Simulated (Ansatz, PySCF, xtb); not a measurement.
Reaction (SMILES): C1=CO1 + 4 [H][H] (H2) → 2 C (CH4) + O (H2O)
Geometries: B3LYP-D3(BJ)/def2-TZVP minima from Ansatz (a first-principles code). Unstable Hartree-Fock reference: C1=CO1.
Geometry of the first species:
SMILES: O1C=C1
```xyz
5

C     -0.5598    -0.3894    -0.1406
C      0.6961    -0.5349    -0.0506
O     -0.1265     0.8836     0.1831
H     -1.5447    -0.7845    -0.3237
H      1.7394    -0.7389     0.0057
```
Charge 0, spin multiplicity 1.

Quantity: energy of full hydrogenation (enthalpy at 298 K, with B3LYP-D3(BJ) rigid-rotor harmonic-oscillator terms from PySCF), in kcal/mol. Valence correlation only, unless marked. Spin-orbit coupling is left out. No relativistic terms. Basis-set limits of correlation are two-point, X^-3; Hartree-Fock from the larger set.

| level | program | energy of full hydrogenation (kcal/mol) |
|---|---|---|
| GFN2-xTB | xtb | -154.0 |

What does CCSD(T)/CBS(cc-pVTZ,cc-pVQZ) (Ansatz) give?

-159.7 kcal/mol, so GFN2-xTB differs from it by 5.7 kcal/mol.
